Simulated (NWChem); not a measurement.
System: CHFO3Si; SMILES F[SiH]1OC(O1)=O

Input file for NWChem:

```
start job
memory heap 200 mb stack 900 mb global 1100 mb
geometry units angstroms noautoz
  O     -0.376587     2.388196     0.000000
  C     -0.099689     1.232240     0.000000
  O      0.108138     0.393450     1.101843
  Si     0.431095    -0.874240     0.000000
  F     -0.663567    -2.059228     0.000000
  O      0.108138     0.393450    -1.101843
  H      1.782235    -1.473502     0.000000
end
basis spherical
  * library 6-31g*
end
dft
  xc m06
  iterations 150
  mulliken
end
task dft energy
```

Excerpt of the output:

```
             Northwest Computational Chemistry Package (NWChem) 7.3.0
             --------------------------------------------------------

 CS  symmetry detected

                             Geometry "geometry" -> ""
                             -------------------------

 Output coordinates in angstroms (scale by  1.889725989 to convert to a.u.)

  No.       Tag          Charge          X              Y              Z
 ---- ---------------- ---------- -------------- -------------- --------------
    1 O                    8.0000    -0.35541202    -2.38119629     0.00000000
    2 C                    6.0000    -0.08849408    -1.22289513     0.00000000
    3 O                    8.0000     0.11209088    -0.38234388     1.10184300
    4 Si                  14.0000     0.42410243     0.88808438     0.00000000
    5 F                    9.0000    -0.68073902     2.06358718     0.00000000
    6 O                    8.0000     0.11209088    -0.38234388    -1.10184300
    7 H                    1.0000     1.77002372     1.49897726     0.00000000

 Effective nuclear repulsion energy (a.u.)     307.0852644706

      Symmetry information
      --------------------

 Group name             Cs
 Group number              2
 Group order               2
 No. of unique centers     6

                                 NWChem DFT Module
                                 -----------------

 Summary of "ao basis" -> "ao basis" (spherical)
 ------------------------------------------------------------------------------
       Tag                 Description            Shells   Functions and Types
 ---------------- ------------------------------  ------  ---------------------
 O                           6-31g*                  6       14   3s2p1d
 C                           6-31g*                  6       14   3s2p1d
 Si                          6-31g*                  8       18   4s3p1d
 F                           6-31g*                  6       14   3s2p1d
 H                           6-31g*                  2        2   2s

      Symmetry analysis of basis
      --------------------------

        a'         59
        a"         31

            General Information
            -------------------
          SCF calculation type: DFT
          Wavefunction type:  closed shell.
          No. of atoms     :     7
          No. of electrons :    54
           Alpha electrons :    27
            Beta electrons :    27
          Charge           :     0
          Spin multiplicity:     1
          Use of symmetry is: on ; symmetry adaption is: on
          Maximum number of iterations: 150
          AO basis - number of functions:    90
                     number of shells:    40
          Convergence on energy requested:  1.00D-06
          Convergence on density requested:  1.00D-05
          Convergence on gradient requested:  5.00D-04

              XC Information
              --------------
                          M06 Method XC Functional
                     Hartree-Fock (Exact) Exchange  0.270
                           M06 Exchange Functional  1.000
                         M06 Correlation Potential  1.000

             Grid Information
             ----------------
          Grid used for XC integration:  medium
          Radial quadrature: Mura-Knowles
          Angular quadrature: Lebedev.
          Tag              B.-S. Rad. Rad. Pts. Rad. Cut. Ang. Pts.
          ---              ---------- --------- --------- ---------
          O                   0.60       49          11.0       434
          C                   0.70       49           9.0       434
          Si                  1.10       88           8.0       590
          F                   0.50       49          10.0       434
          H                   0.35       45          10.0       434
          Grid pruning is: on
          Number of quadrature shells:   329
          Spatial weights used:  Erf1

      Superposition of Atomic Density Guess
      -------------------------------------

 Sum of atomic energies:        -650.61118293

      Non-variational initial energy
      ------------------------------

 Total energy =    -652.624621
 1-e energy   =   -1511.714481
 2-e energy   =     552.004595
 HOMO         =      -0.444046
 LUMO         =       0.068932

      Symmetry analysis of molecular orbitals - initial
      -------------------------------------------------

  Numbering of irreducible representations:

     1 a'          2 a"

  Orbital symmetries:

     1 a'          2 a'          3 a'          4 a"          5 a'
     6 a'          7 a'          8 a'          9 a'         10 a"
    11 a'         12 a'         13 a'         14 a"         15 a'
    16 a'         17 a"         18 a'         19 a'         20 a"
    21 a'         22 a'         23 a'         24 a"         25 a"
    26 a'         27 a"         28 a'         29 a"         30 a'
    31 a'         32 a'         33 a'         34 a'         35 a"
    36 a'         37 a"

     ---------------------------------------------
      Total Density - Mulliken Population Analysis
     ---------------------------------------------

    Atom       Charge   Shell Charges
 -----------   ------   -------------------------------------------------------
    1 O    8     8.85   2.00  0.95  3.10  0.94  1.85  0.02
    2 C    6     4.48   2.00  0.62  1.27  0.24  0.23  0.13
    3 O    8     8.84   2.00  0.93  3.02  0.96  1.92  0.02
    4 Si  14    12.36   2.00  2.00  5.97  0.77  1.01  0.21  0.17  0.24
    5 F    9     9.60   2.00  0.95  3.46  1.00  2.18  0.01
    6 O    8     8.84   2.00  0.93  3.02  0.96  1.92  0.02
    7 H    1     1.02   0.44  0.57

[...]
```

Level: M06/6-31G* (spherical d). Coordinates come from a PBE-D3(BJ)/def2-SVP optimisation.
